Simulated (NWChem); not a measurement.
C2H7FOSi; SMILES OC[SiH2]CF

```xyz
12

O      0.9745    -2.0586     0.2378
C     -0.2780    -1.7310    -0.3716
Si    -0.8160     0.0339     0.1388
C      0.5753     1.2403    -0.3699
F      0.3413     2.5135     0.1487
H      0.8220    -2.1016     1.2000
H     -0.1162    -1.7671    -1.4707
H     -1.0754    -2.4857    -0.1620
H     -2.1290     0.4489    -0.4700
H     -0.9373     0.0666     1.6404
H      0.6604     1.3043    -1.4798
H      1.5488     0.8515     0.0071
```
Atoms are numbered in this order, from 1.

Computed with NWChem. Medium grid unless said otherwise, to which SCAN and Minnesota functionals are sensitive. The geometry was optimised at PBE-D3(BJ)/def2-SVP. No frequency run checked for a minimum. Hybrids' shares of exact exchange are those that their runs print; pure functionals count as 0. The functionals differ in more than this share.

```csv
row,share of exact exchange,highest occupied level (eV)
PBE/def2-SVP,0.00,-5.87
HCTH/407/def2-SVP,0.00,-6.10
B3LYP/def2-SVP,0.20,-7.21
MPW1K/def2-SVP,0.43,withheld
M06-2X/def2-SVP,0.54,-8.94
```

Question: Fit a straight line of the last column on the one before it, predict the withheld value, and compare with the run.

Answer: 
1. Means of the 4 shown rows: x = 0.185, y = -7.030. Slope Σ(x − x̄)(y − ȳ)/Σ(x − x̄)² = -1.067/0.1947 = -5.482; intercept -6.016.
2. The shown rows scatter about the line by 0.099 (root mean square); the largest residual is +0.15, at PBE/def2-SVP.
3. At x = 0.43 (MPW1K/def2-SVP; inside the shown range) the line gives -8.37.
4. The run gives -8.69, -0.32 from the line, 3.2 times the scatter.
